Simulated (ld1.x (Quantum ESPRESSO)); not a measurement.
## nickel (Ni): PAW pseudisation with PBE, fully relativistic reference atom.

ld1.x (Quantum ESPRESSO) 7.5 was run on this input:

```
&input
   title='Ni', zed=28., rel=2, dft='PBE', iswitch=3,
   config='[Ar] 3d9 4s1 4p0', rel_dist='average',
   nld=5, rlderiv=1.40, eminld=-10.0, emaxld=5.0, deld=0.04
 /
 &inputp
   pseudotype=3, lpaw=.true., tm=.true., lloc=-1, rcloc=1.25,
   nlcc=.true., rcore=0.75,
   which_augfun='PSQ', rmatch_augfun_nc=.true.,
   file_pseudopw='Ni.UPF', file_wfcaegen='ae.wfc', file_wfcncgen='nc.wfc', file_beta='beta', file_chi='chi', file_wfcusgen='us.wfc'
 /
6
3S  1  0   2.00   0.00  1.05  1.30  0.0
4S  2  0   1.00   0.00  1.05  1.30  0.0
3P  2  1   6.00   0.00  1.10  1.15  0.0
4P  3  1   0.00   0.00  1.10  1.15  0.0
3D  3  2   9.00   0.00  0.70  0.75  0.0
3D  3  2   0.00   0.05  0.70  0.75  0.0
 &test
   configts(1)='3s2 3p6 3d9 4s1 4p0'
 /
```

Command:

```bash
ld1.x < Ni.in > Ni.out
```

The program printed (shortened: banner, matrices, multipoles, cross overlaps and the repeated all-electron block are left out):

```
Program LD1 v.7.5
     --------------------------- All-electron run ----------------------------

     Ni
     dirac relativistic calculation

     atomic number is 28.00
     dft =PBE   lsd =0 sic =0 latt =0  beta=0.20 tr2=1.0E-14
     Exchange-correlation= PBE
                           (   1   4   3   4   0   0   0)
     mesh =1195 r(mesh) =  98.77016 a.u. xmin = -7.00 dx = 0.01250
     1 Ry =  13.60569312 eV, c = 137.03599908

     n l j   nl                  e(Ry)          e(Ha)          e(eV)
     Spin orbit split results
     1 0 0.5 1S 1( 2.00)      -603.0755      -301.5377     -8205.2598
     2 0 0.5 2S 1( 2.00)       -71.7322       -35.8661      -975.9667
     2 1 0.5 2P 1( 2.00)       -62.5195       -31.2598      -850.6216
     2 1 1.5 2P 1( 4.00)       -61.2341       -30.6171      -833.1325
     3 0 0.5 3S 1( 2.00)        -7.7895        -3.8947      -105.9811
     3 1 0.5 3P 1( 2.00)        -4.9919        -2.4959       -67.9181
     3 1 1.5 3P 1( 4.00)        -4.8316        -2.4158       -65.7374
     3 2 1.5 3D 1( 3.60)        -0.3511        -0.1756        -4.7772
     3 2 2.5 3D 1( 5.40)        -0.3351        -0.1675        -4.5590
     4 0 0.5 4S 1( 1.00)        -0.3302        -0.1651        -4.4924
     4 1 0.5 4P 1( 0.00)        -0.0570        -0.0285        -0.7753
     4 1 1.5 4P 1( 0.00)        -0.0546        -0.0273        -0.7423
     Averaged results
     1 0     1S 1( 2.00)      -603.0755      -301.5377     -8205.2598
     2 0     2S 1( 2.00)       -71.7322       -35.8661      -975.9667
     2 1     2P 1( 6.00)       -61.6626       -30.8313      -838.9622
     3 0     3S 1( 2.00)        -7.7895        -3.8947      -105.9811
     3 1     3P 1( 6.00)        -4.8850        -2.4425       -66.4643
     3 2     3D 1( 9.00)        -0.3415        -0.1707        -4.6463
     4 0     4S 1( 1.00)        -0.3302        -0.1651        -4.4924
     4 1     4P 1( 0.00)        -0.0554        -0.0277        -0.7533

     final scf error:  6.3E-15 reached in  30 iterations

     Etot =   -3041.278596 Ry,   -1520.639298 Ha,  -41378.703279 eV

     Ekin =    3090.390400 Ry,    1545.195200 Ha,   42046.903409 eV
     Encl =   -7315.996902 Ry,   -3657.998451 Ha,  -99539.208743 eV
     Eh   =    1311.334331 Ry,     655.667165 Ha,   17841.612487 eV
     Exc  =    -127.006424 Ry,     -63.503212 Ha,   -1728.010432 eV

     normalization and overlap integrals

     s(1S/1S) =  1.000000  <r> =   0.0541  <r2> =    0.0039  r(max) =   0.0353
     s(2S/2S) =  1.000000  <r> =   0.2447  <r2> =    0.0707  r(max) =   0.2055
     s(2P/2P) =  1.000000  <r> =   0.2131  <r2> =    0.0558  r(max) =   0.1641
     s(2P/2P) =  1.000000  <r> =   0.2163  <r2> =    0.0574  r(max) =   0.1662
     s(3S/3S) =  1.000000  <r> =   0.7429  <r2> =    0.6384  r(max) =   0.6410
     s(3P/3P) =  1.000000  <r> =   0.7771  <r2> =    0.7149  r(max) =   0.6410
     s(3P/3P) =  1.000000  <r> =   0.7875  <r2> =    0.7344  r(max) =   0.6491
     s(3D/3D) =  1.000000  <r> =   1.1041  <r2> =    1.7471  r(max) =   0.6331
     s(3D/3D) =  1.000000  <r> =   1.1167  <r2> =    1.7943  r(max) =   0.6410
     s(4S/4S) =  1.000000  <r> =   3.0184  <r2> =   10.7686  r(max) =   2.3521
     s(4P/4P) =  1.000000  <r> =   5.1103  <r2> =   32.3334  r(max) =   3.6430
     s(4P/4P) =  1.000000  <r> =   5.1944  <r2> =   33.4013  r(max) =   3.6888

     ------------------------ End of All-electron run ------------------------

     --------------------- Generating PAW atomic setup --------------------

      Generating local potential from pseudized AE potential:
      Matching radius rcloc =   1.2500

      Local pseudo, rcloc= 1.243 Estimated cut-off energy=    16.19 Ry

      Computing core charge for nlcc:

       r > 0.75 : true rho core
       r < 0.75 : rho core = a sin(br)/r    a=   0.25  b=   3.83

      Integrated core pseudo-charge :   0.06

     Fully relativistic calculation: |psi|^2

     Wfc 3S LC norm =  0.99958288 SC norm =  0.00041612 missing  0.00000100
     Speed at rcutus      0.932 a.u.,  v/c =  0.006801,  (v/c)^2 = -0.00004626

     Wfc 4S LC norm =  0.99997173 SC norm =  0.00002501 missing  0.00000326
     Speed at rcutus      0.562 a.u.,  v/c =  0.004102,  (v/c)^2 =  0.00001683

     Wfc 3P LC norm =  0.99962863 SC norm =  0.00037082 missing  0.00000055
     Speed at rcutus      0.430 a.u.,  v/c =  0.003140,  (v/c)^2 = -0.00000986

     Wfc 3P LC norm =  0.99963645 SC norm =  0.00036107 missing  0.00000248
     Speed at rcutus      0.340 a.u.,  v/c =  0.002484,  (v/c)^2 = -0.00000617

     Wfc 4P LC norm =  0.99999055 SC norm =  0.00000740 missing  0.00000205
     Speed at rcutus      0.126 a.u.,  v/c =  0.000921,  (v/c)^2 =  0.00000085

     Wfc 4P LC norm =  0.99999088 SC norm =  0.00000594 missing  0.00000318
     Speed at rcutus      0.111 a.u.,  v/c =  0.000809,  (v/c)^2 =  0.00000065

     Wfc 3D LC norm =  0.99977847 SC norm =  0.00022139 missing  0.00000015
     Speed at rcutus      3.285 a.u.,  v/c =  0.023969,  (v/c)^2 =  0.00057451

     Wfc 3D LC norm =  0.99978128 SC norm =  0.00020835 missing  0.00001037
     Speed at rcutus      3.274 a.u.,  v/c =  0.023894,  (v/c)^2 =  0.00057091
      Wfc-us  3S rcutus= 1.307  Estimated cut-off energy=    32.07 Ry
      Wfc-us  4S rcutus= 1.307  Estimated cut-off energy=    65.86 Ry
      Wfc-us  3P rcutus= 1.153  Estimated cut-off energy=    62.23 Ry
      Wfc-us  3P rcutus= 1.153  Estimated cut-off energy=    62.09 Ry
      Wfc-us  4P rcutus= 1.153  Estimated cut-off energy=   110.19 Ry
      Wfc-us  4P rcutus= 1.153  Estimated cut-off energy=   108.68 Ry
      Wfc-us  3D rcutus= 0.754  Estimated cut-off energy=   196.95 Ry
      Wfc-us  3D rcutus= 0.754  Estimated cut-off energy=   196.89 Ry
      Wfc-us  3D rcutus= 0.754  Estimated cut-off energy=   198.02 Ry
      Wfc-us  3D rcutus= 0.754  Estimated cut-off energy=   197.90 Ry

     Required augmentation: PSQ   radius:    1.300000

     Q pseudized with Bessel functions
     Expected ecutrho=     872.3725 due to l1=  2   l2=  2

     Estimated PAW energy = -428.836840 Ryd

     ------------------- End of pseudopotential generation -------------------

     Computing logarithmic derivative in   1.40013
     Computing logarithmic derivative in   1.40013
     Computing the partial wave expansion
     R is outside the sphere for l=    0 j= 0.50
     R is outside the sphere for l=    0 j= 0.50
     R is outside the sphere for l=    1 j= 0.50
     R is outside the sphere for l=    1 j= 0.50
     R is outside the sphere for l=    1 j= 1.50
     R is outside the sphere for l=    1 j= 1.50
     R is outside the sphere for l=    2 j= 1.50
     R is outside the sphere for l=    2 j= 1.50
     R is outside the sphere for l=    2 j= 2.50
     R is outside the sphere for l=    2 j= 2.50

     ---------------------- Testing the pseudopotential ----------------------

     Ni
     dirac relativistic calculation

     atomic number is 28.00   valence charge is 18.00
     dft = SLA  PW   PBX  PBC   lsd =0 sic =0 latt =0  beta=0.20 tr2=1.0E-14
     mesh =1195 r(mesh) =  98.77016 xmin = -7.00 dx = 0.01250

     n l  j  nl             e AE (Ry)       e PS (Ry)    De AE-PS (Ry)
     1 0 0.5 3S   1( 2.00)       -7.78947       -7.78947       -0.00000
     2 1 0.5 3P   1( 2.00)       -4.99189       -4.99189        0.00000
     2 1 1.5 3P   1( 4.00)       -4.83161       -4.83162        0.00001
     3 2 1.5 3D   1( 3.60)       -0.35112       -0.35111       -0.00001
     3 2 2.5 3D   1( 5.40)       -0.33508       -0.33510        0.00002
     2 0 0.5 4S   1( 1.00)       -0.33018       -0.33018       -0.00000
     3 1 0.5 4P   1( 0.00)       -0.05698       -0.05698       -0.00001
     3 1 1.5 4P   1( 0.00)       -0.05456       -0.05456       -0.00000

     eps = 4.2E-15  iter =  4

     Etot =   -3041.278596 Ry,   -1520.639298 Ha,  -41378.703279 eV
     Etotps =  -428.836873 Ry,    -214.418436 Ha,   -5834.622891 eV

     Ekin =     381.253144 Ry,     190.626572 Ha,    5187.213275 eV
     Encl =    -985.311121 Ry,    -492.655560 Ha,  -13405.840739 eV
     Ehrt =     302.227651 Ry,     151.113826 Ha,    4112.016673 eV
     Ecxc =    -127.006547 Ry,     -63.503273 Ha,   -1728.012100 eV
     (Ecc =      -0.035809 Ry,      -0.017905 Ha,      -0.487212 eV)

     ---------------------- End of pseudopotential test ----------------------
```

Generation and configuration tests took about 2.8 s on one core of a shared server CPU.

Transferability test of the new file with ld1.x, input:

```
&input
   title='Ni', zed=28., rel=2, dft='PBE', iswitch=2,
   config='[Ar] 3d9 4s1 4p0', rel_dist='average'
 /
 &test
   file_pseudo='Ni.UPF', nconf=8,
   configts(1)='3s2 3p6 3d9 4s1 4p0',
   configts(2)='3s2 3p6 3d8 4s2 4p0',
   configts(3)='3s2 3p6 3d8 4s1 4p0',
   configts(4)='3s2 3p6 3d8 4s0 4p0',
   configts(5)='3s2 3p6 3d8 4s0 4p1',
   configts(6)='3s1 3p6 3d8 4s2 4p0',
   configts(7)='3s2 3p6 3d7 4s2 4p1',
   configts(8)='3s2 3p6 3d7 4s0 4p0'
 /
```

```bash
ld1.x < Ni.test.in > Ni.test.out
```

Pseudopotential blocks of its output, shortened (energy terms left out):

```
     ---------------------- Testing the pseudopotential ----------------------

     n l  j  nl             e AE (Ry)       e PS (Ry)    De AE-PS (Ry)
     1 0 0.5 3S   1( 2.00)       -7.78947       -7.78947       -0.00000
     2 1 0.5 3P   1( 2.00)       -4.99189       -4.99189        0.00000
     2 1 1.5 3P   1( 4.00)       -4.83161       -4.83162        0.00001
     3 2 1.5 3D   1( 3.60)       -0.35112       -0.35111       -0.00001
     3 2 2.5 3D   1( 5.40)       -0.33508       -0.33510        0.00002
     2 0 0.5 4S   1( 1.00)       -0.33018       -0.33018       -0.00000
     3 1 0.5 4P   1( 0.00)       -0.05698       -0.05698       -0.00001
     3 1 1.5 4P   1( 0.00)       -0.05456       -0.05456       -0.00000

     eps = 4.2E-15  iter =  4

     Etot =   -3041.278596 Ry,   -1520.639298 Ha,  -41378.703279 eV
     Etotps =  -428.836873 Ry,    -214.418436 Ha,   -5834.622891 eV

     ---------------------- End of pseudopotential test ----------------------

          ---------------------- Testing the pseudopotential ----------------------

     n l  j  nl             e AE (Ry)       e PS (Ry)    De AE-PS (Ry)
     1 0 0.5 3S   1( 2.00)       -8.16056       -8.16052       -0.00004
     2 1 0.5 3P   1( 2.00)       -5.35457       -5.35451       -0.00006
     2 1 1.5 3P   1( 4.00)       -5.19227       -5.19226       -0.00001
     3 2 1.5 3D   1( 3.20)       -0.66278       -0.66283        0.00005
     3 2 2.5 3D   1( 4.80)       -0.64520       -0.64527        0.00008
     2 0 0.5 4S   1( 2.00)       -0.41469       -0.41470        0.00000
     3 1 0.5 4P   1( 0.00)       -0.09260       -0.09260        0.00000
     3 1 1.5 4P   1( 0.00)       -0.08882       -0.08883        0.00001

     eps = 4.6E-16  iter = 13

     Etot =   -3041.161311 Ry,   -1520.580656 Ha,  -41377.107538 eV
     Etotps =  -428.719557 Ry,    -214.359779 Ha,   -5833.026735 eV
     dEtot_ae =       0.117285 Ry
     dEtot_ps =       0.117315 Ry,   Delta E=      -0.000030 Ry

     ---------------------- End of pseudopotential test ----------------------

          ---------------------- Testing the pseudopotential ----------------------

     n l  j  nl             e AE (Ry)       e PS (Ry)    De AE-PS (Ry)
     1 0 0.5 3S   1( 2.00)       -8.82999       -8.82996       -0.00003
     2 1 0.5 3P   1( 2.00)       -6.02483       -6.02480       -0.00003
     2 1 1.5 3P   1( 4.00)       -5.86283       -5.86283        0.00000
     3 2 1.5 3D   1( 3.20)       -1.32801       -1.32805        0.00005
     3 2 2.5 3D   1( 4.80)       -1.31024       -1.31032        0.00007
     2 0 0.5 4S   1( 1.00)       -0.96890       -0.96890       -0.00001
     3 1 0.5 4P   1( 0.00)       -0.56228       -0.56227       -0.00000
     3 1 1.5 4P   1( 0.00)       -0.55485       -0.55485        0.00001

     eps = 4.9E-15  iter = 11

     Etot =   -3040.476110 Ry,   -1520.238055 Ha,  -41367.784902 eV
     Etotps =  -428.034358 Ry,    -214.017179 Ha,   -5823.704119 eV
     dEtot_ae =       0.802486 Ry
     dEtot_ps =       0.802515 Ry,   Delta E=      -0.000029 Ry

     ---------------------- End of pseudopotential test ----------------------

          ---------------------- Testing the pseudopotential ----------------------

     n l  j  nl             e AE (Ry)       e PS (Ry)    De AE-PS (Ry)
     1 0 0.5 3S   1( 2.00)       -9.60745       -9.60740       -0.00005
     2 1 0.5 3P   1( 2.00)       -6.80269       -6.80264       -0.00005
     2 1 1.5 3P   1( 4.00)       -6.64093       -6.64090       -0.00004
     3 2 1.5 3D   1( 3.20)       -2.09554       -2.09553       -0.00001
     3 2 2.5 3D   1( 4.80)       -2.07751       -2.07753        0.00002
     2 0 0.5 4S   1( 0.00)       -1.59105       -1.59101       -0.00005
     3 1 0.5 4P   1( 0.00)       -1.11151       -1.11150       -0.00001
     3 1 1.5 4P   1( 0.00)       -1.10035       -1.10036        0.00000

     eps = 5.5E-16  iter =  9

     Etot =   -3039.200828 Ry,   -1519.600414 Ha,  -41350.433804 eV
     Etotps =  -426.759094 Ry,    -213.379547 Ha,   -5806.353277 eV
     dEtot_ae =       2.077768 Ry
     dEtot_ps =       2.077778 Ry,   Delta E=      -0.000010 Ry

     ---------------------- End of pseudopotential test ----------------------

          ---------------------- Testing the pseudopotential ----------------------

     n l  j  nl             e AE (Ry)       e PS (Ry)    De AE-PS (Ry)
     1 0 0.5 3S   1( 2.00)       -8.95194       -8.95184       -0.00010
     2 1 0.5 3P   1( 2.00)       -6.14679       -6.14667       -0.00012
     2 1 1.5 3P   1( 4.00)       -5.98488       -5.98478       -0.00010
     3 2 1.5 3D   1( 3.20)       -1.44532       -1.44529       -0.00003
     3 2 2.5 3D   1( 4.80)       -1.42745       -1.42744       -0.00000
     2 0 0.5 4S   1( 0.00)       -1.04167       -1.04164       -0.00003
     3 1 0.5 4P   1( 0.33)       -0.62307       -0.62306       -0.00001
     3 1 1.5 4P   1( 0.67)       -0.61511       -0.61511       -0.00000

     eps = 8.0E-15  iter = 11

     Etot =   -3040.058384 Ry,   -1520.029192 Ha,  -41362.101454 eV
     Etotps =  -427.616654 Ry,    -213.808327 Ha,   -5818.020966 eV
     dEtot_ae =       1.220212 Ry
     dEtot_ps =       1.220219 Ry,   Delta E=      -0.000007 Ry

     ---------------------- End of pseudopotential test ----------------------

          ---------------------- Testing the pseudopotential ----------------------

     n l  j  nl             e AE (Ry)       e PS (Ry)    De AE-PS (Ry)
     1 0 0.5 3S   1( 1.00)       -9.43693       -9.43783        0.00091
     2 1 0.5 3P   1( 2.00)       -6.61846       -6.61947        0.00101
     2 1 1.5 3P   1( 4.00)       -6.45221       -6.45336        0.00115
     3 2 1.5 3D   1( 3.20)       -1.84929       -1.84967        0.00039
     3 2 2.5 3D   1( 4.80)       -1.82955       -1.82995        0.00040
     2 0 0.5 4S   1( 2.00)       -1.10919       -1.10920        0.00002
     3 1 0.5 4P   1( 0.00)       -0.65321       -0.65332        0.00012
     3 1 1.5 4P   1( 0.00)       -0.64373       -0.64386        0.00012

     eps = 3.0E-15  iter = 13

     Etot =   -3032.386091 Ry,   -1516.193046 Ha,  -41257.714586 eV
     Etotps =  -419.943959 Ry,    -209.971980 Ha,   -5713.628638 eV
     dEtot_ae =       8.892505 Ry
     dEtot_ps =       8.892914 Ry,   Delta E=      -0.000409 Ry

     ---------------------- End of pseudopotential test ----------------------

          ---------------------- Testing the pseudopotential ----------------------

     n l  j  nl             e AE (Ry)       e PS (Ry)    De AE-PS (Ry)
     1 0 0.5 3S   1( 2.00)       -8.77086       -8.77091        0.00005
     2 1 0.5 3P   1( 2.00)       -5.95318       -5.95315       -0.00003
     2 1 1.5 3P   1( 4.00)       -5.78788       -5.78793        0.00005
     3 2 1.5 3D   1( 2.80)       -1.20284       -1.20301        0.00017
     3 2 2.5 3D   1( 4.20)       -1.18351       -1.18370        0.00019
     2 0 0.5 4S   1( 2.00)       -0.59345       -0.59342       -0.00004
     3 1 0.5 4P   1( 0.33)       -0.19674       -0.19677        0.00003
     3 1 1.5 4P   1( 0.67)       -0.19028       -0.19032        0.00004

     eps = 6.7E-15  iter = 18

     Etot =   -3040.386345 Ry,   -1520.193172 Ha,  -41366.563583 eV
     Etotps =  -427.944476 Ry,    -213.972238 Ha,   -5822.481210 eV
     dEtot_ae =       0.892251 Ry
     dEtot_ps =       0.892397 Ry,   Delta E=      -0.000146 Ry

     ---------------------- End of pseudopotential test ----------------------

          ---------------------- Testing the pseudopotential ----------------------

     n l  j  nl             e AE (Ry)       e PS (Ry)    De AE-PS (Ry)
     1 0 0.5 3S   1( 2.00)      -11.06525      -11.06510       -0.00016
     2 1 0.5 3P   1( 2.00)       -8.24625       -8.24604       -0.00021
     2 1 1.5 3P   1( 4.00)       -8.08087       -8.08071       -0.00016
     3 2 1.5 3D   1( 2.80)       -3.47078       -3.47066       -0.00012
     3 2 2.5 3D   1( 4.20)       -3.45085       -3.45076       -0.00009
     2 0 0.5 4S   1( 0.00)       -2.46018       -2.45987       -0.00031
     3 1 0.5 4P   1( 0.00)       -1.88162       -1.88175        0.00013
     3 1 1.5 4P   1( 0.00)       -1.86484       -1.86497        0.00013

     eps = 3.0E-15  iter = 10

     Etot =   -3036.447104 Ry,   -1518.223552 Ha,  -41312.967478 eV
     Etotps =  -424.005402 Ry,    -212.002701 Ha,   -5768.887385 eV
     dEtot_ae =       4.831492 Ry
     dEtot_ps =       4.831471 Ry,   Delta E=       0.000022 Ry

     ---------------------- End of pseudopotential test ----------------------
```
